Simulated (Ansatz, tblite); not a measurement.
Removing and adding an electron: InCl2Br (InBrCl2). Charge 0, multiplicity 1. Geometry: r2SCAN-D4/def2-SVP. Ansatz, gas phase; energy differences of separate SCF runs; the oxidised species was run as a doublet alone; the reduced species was run as a doublet alone.

```xyz
4

In    0.015    0.007   -0.009
Cl    0.038    0.376   -2.307
Cl    1.919    0.537    1.222
Br   -1.973   -0.920    1.094
```

In the def2 sets In takes a core potential; there is no spin–orbit coupling. The xTB rows come from tblite. HOMO above LUMO, or a gap near zero within one spin, warns that the state may not be the lowest or that an electron is smeared out.

```json
{"level": "GFN1-xTB", "−HOMO (eV)": "12.36", "vertical IE (eV)": "14.89", "−LUMO (eV)": "8.28", "vertical EA (eV)": "5.86", "HOMO–LUMO gap (eV)": "4.08", "IE − EA (eV)": "9.03", "remarks": "–"}
{"level": "GFN2-xTB", "−HOMO (eV)": "12.28", "vertical IE (eV)": "15.06", "−LUMO (eV)": "9.45", "vertical EA (eV)": "6.87", "HOMO–LUMO gap (eV)": "2.83", "IE − EA (eV)": "8.19", "remarks": "–"}
{"level": "PBE-D4/def2-TZVP", "−HOMO (eV)": "7.68", "vertical IE (eV)": "10.46", "−LUMO (eV)": "3.99", "vertical EA (eV)": "–", "HOMO–LUMO gap (eV)": "3.69", "IE − EA (eV)": "–", "remarks": "gap within one spin near zero (+1 doublet)"}
{"level": "PBE-D4/def2-TZVPD", "−HOMO (eV)": "7.71", "vertical IE (eV)": "–", "−LUMO (eV)": "4.05", "vertical EA (eV)": "1.62", "HOMO–LUMO gap (eV)": "3.66", "IE − EA (eV)": "–", "remarks": "HOMO above zero (-1 doublet)"}
{"level": "r2SCAN-D4/def2-TZVP", "−HOMO (eV)": "8.03", "vertical IE (eV)": "10.75", "−LUMO (eV)": "3.84", "vertical EA (eV)": "–", "HOMO–LUMO gap (eV)": "4.20", "IE − EA (eV)": "–", "remarks": "gap within one spin near zero (+1 doublet)"}
{"level": "r2SCAN-D4/def2-TZVPD", "−HOMO (eV)": "8.05", "vertical IE (eV)": "–", "−LUMO (eV)": "3.87", "vertical EA (eV)": "1.54", "HOMO–LUMO gap (eV)": "4.18", "IE − EA (eV)": "–", "remarks": "HOMO above zero (-1 doublet)"}
{"level": "PBE0-D4/def2-TZVP", "−HOMO (eV)": "8.99", "vertical IE (eV)": "11.03", "−LUMO (eV)": "3.16", "vertical EA (eV)": "–", "HOMO–LUMO gap (eV)": "5.83", "IE − EA (eV)": "–", "remarks": "–"}
{"level": "PBE0-D4/def2-TZVPD", "−HOMO (eV)": "9.01", "vertical IE (eV)": "–", "−LUMO (eV)": "3.22", "vertical EA (eV)": "1.55", "HOMO–LUMO gap (eV)": "5.79", "IE − EA (eV)": "–", "remarks": "HOMO above zero (-1 doublet)"}
```

   A HOMO above zero means that the electron is unbound at that level or that self-interaction error raises the level; the energy of removing that electron tells which. Raw xTB energy differences between charge states are shifted by several eV; the methods need an empirical correction for them.
